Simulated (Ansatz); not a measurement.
Geometry optimisation, RKS PBE0-D4/def2-SVP in Ansatz 0.2.0.

input.yaml

```yaml
crystal:
  periodic: [false, false, false]
  atoms:
    - { symbol: Al, position_ang: [-1.5638, -0.5009, -0.8319] }
    - { symbol: "N", position_ang: [0.5417, -1.2363, -0.653] }
    - { symbol: H, position_ang: [-1.9138, -0.0567, -2.2652] }
    - { symbol: H, position_ang: [-2.5598, -1.3633, -0.0287] }
    - { symbol: H, position_ang: [0.156, 1.1362, 0.7517] }
    - { symbol: O, position_ang: [-1.0449, 1.2667, 0.3283] }
    - { symbol: H, position_ang: [1.1068, -0.3497, 0.1825] }
    - { symbol: "N", position_ang: [1.3942, 0.6878, 0.9804] }
    - { symbol: H, position_ang: [1.0711, -1.1944, -1.517] }
    - { symbol: H, position_ang: [0.673, -2.1578, -0.2524] }
    - { symbol: H, position_ang: [-1.5134, 1.9973, 0.7194] }
    - { symbol: H, position_ang: [2.1062, 1.3119, 0.6368] }
    - { symbol: H, position_ang: [1.5467, 0.4592, 1.9491] }
basis:
  gaussian: { orbitals: def2-SVP }
hamiltonian:
  xc: pbe0
  dispersion: d4
relax:
  f_tol: 0.15
  max_steps: 25
  restrain:
    - { distance: [0, 5], at: 1.87, k: 30.0 }
    - { distance: [4, 7], at: 1.02, k: 30.0 }
    - { distance: [6, 1], at: 1.02, k: 30.0 }
    - { distance: [0, 1], at: 3.22, k: 30.0 }
    - { distance: [4, 5], at: 2.27, k: 30.0 }
    - { distance: [6, 7], at: 2.32, k: 30.0 }
output:
  orbitals: {}
```

Launched with:

```bash
$ ansatz run input.yaml --threads 2 --pin off --max-ram 3072MiB --backend cpu --events-out ev --progress --plain --runs-dir out
```

Problem. Where does it end, and by what steps?

Solution. The forces met the threshold. The restraints hold the end off the free minimum. After 10 steps the energy has fallen by 0.298 eV (the restraints' own energy left out); Al1 moved furthest, 0.68 Å. Joined: N2–H7 (1.34 → 1.02 Å), H5–N8 (1.34 → 1.02 Å).

| step | energy less start (eV) | largest force component (eV/Å) | accepted |
| --- | --- | --- | --- |
| 0 | 0.0000 | 2.646 | yes |
| 1 | -0.0830 | 3.102 | yes |
| 2 | 0.2075 | 3.555 | yes |
| 3 | 0.1300 | 2.037 | yes |
| 4 | 0.0023 | 1.546 | yes |
| 5 | -0.1625 | 1.567 | yes |
| 6 | -0.2106 | 1.434 | yes |
| 7 | -0.2574 | 1.290 | yes |
| 8 | -0.1318 | 4.657 | no |
| 9 | -0.2922 | 1.395 | yes |
| 10 | -0.2977 | 1.423 | yes |

```xyz
13
Properties=species:S:1:pos:R:3
Al -2.106 -0.096 -0.826
N 0.821 -1.369 -0.637
H -2.065 -0.064 -2.404
H -2.854 -1.175 0.073
H 0.627 1.279 0.787
O -1.491 1.403 -0.012
H 1.227 -0.639 -0.050
N 1.490 1.211 1.328
H 1.326 -1.378 -1.520
H 0.975 -2.266 -0.182
H -1.725 1.543 0.911
H 2.281 1.218 0.690
H 1.495 0.333 1.841
```

Time of the run: 17 s on 2 threads of Intel(R) Xeon(R) 6975P-C (Granite Rapids), with other jobs on the host, peak memory 0.25 GiB.
